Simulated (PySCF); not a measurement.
I³⁺ (iodine, charge +3): UHF calculation

Configuration: [Kr] 4d10 5s2 5p2, high-spin 3P determinant. All numbers are calculated (PySCF 2.14, scalar relativity through the core potential, in def2-TZVPPD with the def2 core potential (28 electrons)).

| Property | Result |
| --- | --- |
| Total energy | -294.559400 hartree |
| One-electron energy | -489.0770 hartree |
| Hartree (Coulomb) energy | 214.8602 hartree |
| Exchange energy | -20.3426 hartree |
| ⟨S²⟩ | 2.0071 |
| ⟨L²⟩ | 2.020 |
| Sum of ⟨r⟩ | 23.50 bohr |
| Sum of ⟨r²⟩ | 33.06 bohr² |
| Traceless quadrupole moment −½Σ⟨3z² − r²⟩ along its main axis | 2.05 e·bohr² |

```csv
shell,electrons,mean orbital energy (eV),spread (eV),"rms radius, mean of both spins (bohr)"
4s α,1,-243.53,0,0.792
4s β,1,-242.96,0,0.792
4p α,3,-184.88,0.131,0.849
4p β,3,-184.31,0.876,0.849
4d α,5,-94.811,0.517,0.979
4d β,5,-94.370,0.923,0.979
5s α,1,-54.045,0,1.97
5s β,1,-48.447,0,1.97
5p α,2,-39.906,0,2.25
```

Energies and moments cover only the electrons outside the core potential.
